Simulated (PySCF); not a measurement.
Electronic structure of Au+ (gold, charge +1) at the PBE0 level

Configuration: [Xe] 4f14 5d9 6s1, high-spin 3D determinant (an excited configuration). All numbers are calculated (PySCF 2.14, scalar relativity through the core potential, in def2-QZVPPD with the def2 core potential (60 electrons)).

```
Total energy                                                  : -135.2791 hartree
One-electron energy                                           : -231.0433 hartree
Hartree (Coulomb) energy                                      : 108.2348 hartree
Exchange-correlation energy                                   : -12.4706 hartree
⟨S²⟩                                                          : 2.0010
⟨L²⟩                                                          : 6.012
Sum of ⟨r⟩                                                    : 24.96 bohr
Sum of ⟨r²⟩                                                   : 42.31 bohr²
Traceless quadrupole moment −½Σ⟨3z² − r²⟩ along its main axis : -0.660 e·bohr²
Time after the integrals                                      : 1.8 s of wall time on 1 thread of Neoverse-V2 (shared host)
```

| shell | electrons | mean orbital energy (eV) | spread (eV) | rms radius, mean of both spins (bohr) |
| --- | --- | --- | --- | --- |
| 5s α | 1 | -125.75 | 0 | 0.996 |
| 5s β | 1 | -124.76 | 0 | 0.996 |
| 5p α | 3 | -75.836 | 1.422 | 1.15 |
| 5p β | 3 | -74.663 | 0.160 | 1.15 |
| 5d α | 5 | -19.996 | 1.617 | 1.66 |
| 5d β | 4 | -18.873 | 0.937 | 1.66 |
| 6s α | 1 | -15.571 | 0 | 2.73 |

Energies and moments cover only the electrons outside the core potential. Spin-orbit coupling, absent here, splits the open shell strongly.
